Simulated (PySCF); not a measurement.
H₂O.

```xyz
3

O      0.0000     0.0000    -0.1169
H      0.0000    -0.7650     0.4676
H      0.0000     0.7650     0.4676
```
Charge 0, spin multiplicity 1.

Geometry: B3LYP-D3(BJ)/def2-TZVP.

The numbers are results of PBE/pcSseg-2 run with PySCF, not measurements. Non-relativistic, no solvent.

Computed absolute GIAO shielding of each atom: isotropic value and principal components (ppm):
```json
[
 {"atom": "O1", "σ(iso)": "327.5", "σ11": "301.0", "σ22": "324.3", "σ33": "357.3", "span": "56.3"},
 {"atom": "H2", "σ(iso)": "31.0", "σ11": "23.9", "σ22": "25.4", "σ33": "43.8", "span": "20.0"},
 {"atom": "H3", "σ(iso)": "31.0", "σ11": "23.9", "σ22": "25.4", "σ33": "43.8", "span": "20.0"}
]
```
